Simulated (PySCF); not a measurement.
gallium atom (Ga), doublet; PySCF with B3LYP/cc-pVDZ.

PySCF was given this input:
```python
from pyscf import gto, scf, dft

mol = gto.M(
    atom='''
Ga    0.00000000    0.00000000    0.00000000
''',
    basis='cc-pvdz',
    spin=1,
    verbose=4,
)

mf = dft.UKS(mol)
mf.xc = 'b3lyp'
mf.kernel()
mf.analyze()
```

Output, abridged:

```
PySCF version 2.14.0

[INPUT] verbose = 4
[INPUT] num. atoms = 1
[INPUT] num. electrons = 31
[INPUT] charge = 0
[INPUT] spin (= nelec alpha-beta = 2S) = 1
[INPUT] symmetry False subgroup None
[INPUT] Mole.unit = angstrom
[INPUT] Symbol           X                Y                Z      unit          X                Y                Z       unit  Magmom
[INPUT]  1 Ga     0.000000000000   0.000000000000   0.000000000000 AA    0.000000000000   0.000000000000   0.000000000000 Bohr   0.0

nuclear repulsion = 0
number of shells = 6
number of NR pGTOs = 77
number of NR cGTOs = 27
basis = cc-pvdz
ecp = {}

******** <class 'pyscf.dft.uks.UKS'> ********
method = UKS
initial guess = minao
damping factor = 0
level_shift factor = 0
DIIS = <class 'pyscf.scf.diis.CDIIS'>
diis_start_cycle = 1
diis_space = 8
diis_damp = 0
SCF conv_tol = 1e-09
SCF conv_tol_grad = None
SCF max_cycles = 50
direct_scf = True
direct_scf_tol = 1e-13
number electrons alpha = 16  beta = 15
XC library pyscf.dft.libxc version 7.1.2
    S. Lehtola, C. Steigemann, M. J. T. Oliveira, and M. A. L. Marques,  SoftwareX 7, 1–5 (2018)
XC functionals = b3lyp
    P. J. Stephens, F. J. Devlin, C. F. Chabalowski, and M. J. Frisch,  J. Phys. Chem. 98, 11623 (1994)
radial grids:
    Treutler-Ahlrichs [JCP 102, 346 (1995); DOI:10.1063/1.469408] (M4) radial grids

becke partition: Becke, JCP 88, 2547 (1988); DOI:10.1063/1.454033
pruning grids: <function nwchem_prune>
grids dens level: 3
symmetrized grids: False
atomic radii adjust function: <function treutler_atomic_radii_adjust>
small_rho_cutoff = 0
Set gradient conv threshold to 3.16228e-05
tot grids = 20904
init E= -1924.30085350495

cycle= 1 E= -1924.82742054466  delta_E= -0.527  |g|= 0.0711  |ddm|= 0.62
cycle= 2 E= -1924.83011383067  delta_E= -0.00269  |g|= 0.0403  |ddm|= 0.171
cycle= 3 E= -1924.83095961392  delta_E= -0.000846  |g|= 0.00195  |ddm|= 0.0556
cycle= 4 E= -1924.83096652316  delta_E= -6.91e-06  |g|= 0.000226  |ddm|= 0.00639
cycle= 5 E= -1924.83096658331  delta_E= -6.02e-08  |g|= 1.98e-05  |ddm|= 0.000664
cycle= 6 E= -1924.83096658377  delta_E= -4.63e-10  |g|= 1.23e-06  |ddm|= 7.88e-05
Extra cycle  E= -1924.83096658378  delta_E= -1.02e-11  |g|= 6.06e-07  |ddm|= 9.36e-06
converged SCF energy = -1924.83096658378  <S^2> = 0.75205511  2S+1 = 2.0020541
**** SCF Summaries ****
Total Energy =                       -1924.830966583781219
Nuclear Repulsion Energy =               0.000000000000000
One-electron Energy =                -2682.671698162029770
Two-electron Energy =                  757.840731578248551
Two-electron Coulomb Energy =          832.843741916891418
DFT Exchange-Correlation Energy =      -75.003010338642881
**** MO energy ****
                             alpha | beta                alpha | beta
MO #1   energy= -372.608555842546  | -372.607805492076  occ= 1 | 1
MO #2   energy= -45.9683416627     | -45.9680517517629  occ= 1 | 1
MO #3   energy= -40.7218653194195  | -40.7216593860379  occ= 1 | 1
MO #4   energy= -40.7218653191884  | -40.721659385936   occ= 1 | 1
MO #5   energy= -40.7204895654277  | -40.7188820850863  occ= 1 | 1
MO #6   energy= -5.51893155635263  | -5.51783161785551  occ= 1 | 1
MO #7   energy= -3.80219509017188  | -3.80192318631949  occ= 1 | 1
MO #8   energy= -3.8021950895904   | -3.80192318549278  occ= 1 | 1
MO #9   energy= -3.79500639258672  | -3.79144423521796  occ= 1 | 1
MO #10  energy= -0.849880488783903 | -0.849719723085002 occ= 1 | 1
MO #11  energy= -0.849880488757226 | -0.849719723062657 occ= 1 | 1
MO #12  energy= -0.843506419846049 | -0.840679826268378 occ= 1 | 1
MO #13  energy= -0.843506419367856 | -0.840679825577585 occ= 1 | 1
MO #14  energy= -0.841271504671796 | -0.837771971655481 occ= 1 | 1
MO #15  energy= -0.358319222110448 | -0.334090424158114 occ= 1 | 1
MO #16  energy= -0.127915027035887 | -0.0680128791762661 occ= 1 | 0
MO #17  energy= -0.0745289649199492 | -0.0680128685806706 occ= 0 | 0
MO #18  energy= -0.0745279993159599 | -0.0436787746258692 occ= 0 | 0
MO #19  energy= 0.168636982508863  | 0.17858192450907   occ= 0 | 0
MO #20  energy= 0.229657690362293  | 0.238337211257447  occ= 0 | 0
MO #21  energy= 0.235528452570679  | 0.238337237277471  occ= 0 | 0
MO #22  energy= 0.235531073447374  | 0.257432294106341  occ= 0 | 0
MO #23  energy= 0.322286914675367  | 0.333139875544069  occ= 0 | 0
MO #24  energy= 0.322286918405538  | 0.333139875638775  occ= 0 | 0

To work with the spin densities directly, `use mulliken_meta_spin()` only printing them here.

 ** Mulliken spin pop alpha/beta on meta-lowdin orthogonal AOs **
 ** Mulliken Spin Density (per AO)  **
spin_pop of  0 Ga 1s       -0.00000
spin_pop of  0 Ga 2s        0.00000
spin_pop of  0 Ga 3s        0.00001
spin_pop of  0 Ga 4s        0.00079
spin_pop of  0 Ga 5s       -0.00003
spin_pop of  0 Ga 2px       0.00000
spin_pop of  0 Ga 2py       0.00000
spin_pop of  0 Ga 2pz       0.00000
spin_pop of  0 Ga 3px      -0.00000
spin_pop of  0 Ga 3py      -0.00000
spin_pop of  0 Ga 3pz       0.00003
spin_pop of  0 Ga 4px       0.00515
spin_pop of  0 Ga 4py       0.05682
spin_pop of  0 Ga 4pz       0.93202
spin_pop of  0 Ga 5px       0.00003
spin_pop of  0 Ga 5py       0.00034
spin_pop of  0 Ga 5pz       0.00560
spin_pop of  0 Ga 3dxy     -0.00002
spin_pop of  0 Ga 3dyz     -0.00013
spin_pop of  0 Ga 3dz^2    -0.00015
spin_pop of  0 Ga 3dxz     -0.00013
spin_pop of  0 Ga 3dx2-y2   -0.00002
spin_pop of  0 Ga 4dxy      0.00002
spin_pop of  0 Ga 4dyz      0.00001
spin_pop of  0 Ga 4dz^2    -0.00048
spin_pop of  0 Ga 4dxz      0.00012
spin_pop of  0 Ga 4dx2-y2    0.00002
 ** Mulliken Spin Density (per atom)  **
spin density of  0 Ga =      1.00000
 ** Mulliken pop alpha/beta on meta-lowdin orthogonal AOs **
 ** Mulliken pop       alpha | beta **
pop of  0 Ga 1s        1.00000 | 1.00000
pop of  0 Ga 2s        0.99998 | 0.99998
pop of  0 Ga 3s        0.99971 | 0.99970
pop of  0 Ga 4s        0.99982 | 0.99903
pop of  0 Ga 5s        0.00032 | 0.00035
pop of  0 Ga 2px       1.00000 | 1.00000
pop of  0 Ga 2py       1.00000 | 1.00000
pop of  0 Ga 2pz       1.00000 | 1.00000
pop of  0 Ga 3px       0.99995 | 0.99995
pop of  0 Ga 3py       0.99995 | 0.99995
pop of  0 Ga 3pz       0.99999 | 0.99996
pop of  0 Ga 4px       0.00520 | 0.00004
pop of  0 Ga 4py       0.05687 | 0.00004
pop of  0 Ga 4pz       0.93206 | 0.00004
pop of  0 Ga 5px       0.00004 | 0.00001
pop of  0 Ga 5py       0.00035 | 0.00001
pop of  0 Ga 5pz       0.00561 | 0.00001
pop of  0 Ga 3dxy      0.99979 | 0.99981
pop of  0 Ga 3dyz      0.99974 | 0.99987
pop of  0 Ga 3dz^2     0.99973 | 0.99988
pop of  0 Ga 3dxz      0.99974 | 0.99987
pop of  0 Ga 3dx2-y2    0.99979 | 0.99981
pop of  0 Ga 4dxy      0.00021 | 0.00019
pop of  0 Ga 4dyz      0.00029 | 0.00028
pop of  0 Ga 4dz^2     0.00041 | 0.00089
pop of  0 Ga 4dxz      0.00026 | 0.00015
pop of  0 Ga 4dx2-y2    0.00021 | 0.00019
In total            16.00000 | 15.00000
 ** Mulliken atomic charges   ( Nelec_alpha | Nelec_beta ) **
charge of  0Ga =      0.00000  (    16.00000     15.00000 )
Dipole moment(X, Y, Z, Debye): -0.00000, -0.00000, -0.00000
```
